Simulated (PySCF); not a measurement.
**Ge (germanium, neutral): UHF calculation**

Configuration: [Ar] 3d10 4s1 4p3, high-spin 5S determinant (an excited configuration). All numbers are calculated (PySCF 2.14, scalar relativity by spin-free X2C-1e, in x2c-TZVPPall).

| Property | Result |
| --- | --- |
| Total energy | -2096.918084 hartree |
| One-electron energy | -2921.1923 hartree |
| Hartree (Coulomb) energy | 902.9897 hartree |
| Exchange energy | -78.7156 hartree |
| ⟨S²⟩ | 6.0027 |
| ⟨L²⟩ | 0.000 |
| Sum of ⟨r⟩ | 24.30 bohr |
| Sum of ⟨r²⟩ | 42.29 bohr² |
| Langevin diamagnetic susceptibility | -33.5 ×10⁻⁶ cm³/mol |

| shell | electrons | mean orbital energy (hartree) | rms radius, mean of both spins (bohr) |
| --- | --- | --- | --- |
| 1s α | 1 | -410.87661 | 0.0542 |
| 1s β | 1 | -410.86399 | 0.0542 |
| 2s α | 1 | -53.47308 | 0.227 |
| 2s β | 1 | -53.46499 | 0.227 |
| 2p α | 3 | -46.56583 | 0.203 |
| 2p β | 3 | -46.55838 | 0.203 |
| 3s α | 1 | -7.45586 | 0.668 |
| 3s β | 1 | -7.42684 | 0.668 |
| 3p α | 3 | -5.26342 | 0.700 |
| 3p β | 3 | -5.24204 | 0.700 |
| 3d α | 5 | -1.64683 | 0.814 |
| 3d β | 5 | -1.63539 | 0.814 |
| 4s α | 1 | -0.75540 | 2.32 |
| 4p α | 3 | -0.34232 | 2.95 |

Densities and radii are taken from the X2C orbitals without a picture-change correction, which distorts them close to the nucleus.

Spin-orbit constants ζ (cm⁻¹) from the X2C one-electron operator on these orbitals: bare nucleus, nucleus screened by l(l+1)(2l+1)/3 electrons, and screened by the Breit-Pauli mean field of the electrons.

```tsv
shell	bare	screened nucleus	mean field
2p	177100	166100	161000
3p	23650	22170	21360
3d	2582	1775	1635
4p	1066	999.6	954.8
```
